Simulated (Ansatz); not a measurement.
Ansatz (a program for electronic structure) input file for C2H4AlNO, SMILES [CH3][AlH][N]=C=O, PBE0/def2-SVPD. Geometry optimised at B3LYP-D3(BJ)/def2-SVP. A frequency run showed that this geometry is not a minimum. The structure was generated by enumeration; whether it is a known compound was not checked. One conformer was computed; it need not be the lowest.

Ansatz 0.2 input:
```yaml
crystal:
  periodic: [false, false, false]
  atoms:
    - {symbol: Al, position_ang: [-1.02712469, 0.41963716, -0.63875187]}
    - {symbol: H, position_ang: [-2.31610964, -0.32986809, -1.15396363]}
    - {symbol: C, position_ang: [-0.64746641, 2.31563179, -0.86719961]}
    - {symbol: H, position_ang: [0.28097771, 2.46210691, -1.44699807]}
    - {symbol: H, position_ang: [-0.48394085, 2.80540977, 0.10875929]}
    - {symbol: H, position_ang: [-1.45722306, 2.85366880, -1.38558210]}
    - {symbol: N, position_ang: [0.17644452, -0.58335189, 0.22600997]}
    - {symbol: C, position_ang: [0.97911488, -1.26700556, 0.80565422]}
    - {symbol: O, position_ang: [1.76298928, -1.93186183, 1.37109517]}
basis:
  gaussian:
    orbitals: def2-SVPD
hamiltonian:
  xc: {name: PBE0}
```

It prints:

```
WARN ansatz: RAYON_NUM_THREADS=1 ignored (pool sized by the plan → 1); use --threads N
Functional definition: PBE0
integrals: 0.06 GiB planned
1199 factors; their error is unknown
mean field: 0.55 GiB planned
mean field evaluation 1: about -12250.0430 eV, gradient 6.6e1 eV
mean field evaluation 2: about -12243.8556 eV, gradient 8.4e1 eV
mean field evaluation 4: about -12259.0331 eV, gradient 4.5e0 eV
mean field evaluation 8: about -12259.1286 eV, gradient 2.1e-1 eV
mean field -12259.12869777 eV, -450.5146701070 hartree, gradient 3.3e-5 eV, S^2 0.000000; 0 other end points of the search recorded, 0 dependent functions left out
reference -12259.12874435 eV, -450.5146718191 hartree; 22, 22 occupied and 117, 117 virtual orbitals, 1199 factors
Total energy: -12259.12874435 eV, -450.5146718191 hartree
```

The calculation finished and met its thresholds.

Cost: around 2.5 core-seconds (rough).
